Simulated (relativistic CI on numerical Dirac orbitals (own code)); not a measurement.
## Ag3+ (4d8) in a crystal field

Calculated by Dirac-Coulomb-Breit CI, separate exchange-only KLI orbitals for each configuration, a model potential for QED, valence Slater integrals scaled by 0.75, one configuration in a parametric crystal field (own radial code).

Field parameters in Wybourne normalisation: Td as Oh with Dq negative (B⁴₀ = 21Dq, B⁴₄ = √(5/14) B⁴₀). The field is a parameter set, without covalency.

S is read from ⟨S²⟩ = S(S + 1).

Powder χT (cm³ K mol⁻¹) by Van Vleck's formula, with temperature-independent terms:

```csv
Field,2 K,5 K,10 K,20 K,50 K,100 K,200 K,300 K
"Td, 10Dq = -2650 cm⁻¹",0.0191,0.0477,0.0955,0.191,0.477,0.954,1.84,2.46
"Td, 10Dq = -4800 cm⁻¹",0.0129,0.0322,0.0645,0.129,0.322,0.645,1.28,1.84
"Td, 10Dq = -6900 cm⁻¹",0.0106,0.0264,0.0528,0.106,0.264,0.528,1.05,1.54
"Td, 10Dq = -9050 cm⁻¹",0.0093,0.0232,0.0465,0.093,0.232,0.465,0.928,1.37
"Td, 10Dq = -11150 cm⁻¹",0.00853,0.0213,0.0427,0.0853,0.213,0.427,0.852,1.26
"Td, 10Dq = -13300 cm⁻¹",0.008,0.02,0.04,0.08,0.2,0.4,0.799,1.19
"Td, 10Dq = -15400 cm⁻¹",0.00762,0.019,0.0381,0.0762,0.19,0.381,0.761,1.13
"Td, 10Dq = -17550 cm⁻¹",0.00732,0.0183,0.0366,0.0732,0.183,0.366,0.732,1.09
```

Q: For Td, 10Dq = -11150 cm⁻¹: what effective moment follows at 300 K?

A: μ_eff = √(8χT) = 3.18 μB. The ground level has S = 1.00; the spin-only moment for S = 1 is 2.83 μB. The difference comes from the orbital moment, spin-orbit mixing of terms and temperature-independent paramagnetism, all larger in this ionic model than in covalent complexes. The ground level is a non-magnetic singlet, so χT starts at zero and rises through temperature-independent paramagnetism and the filling of excited levels.
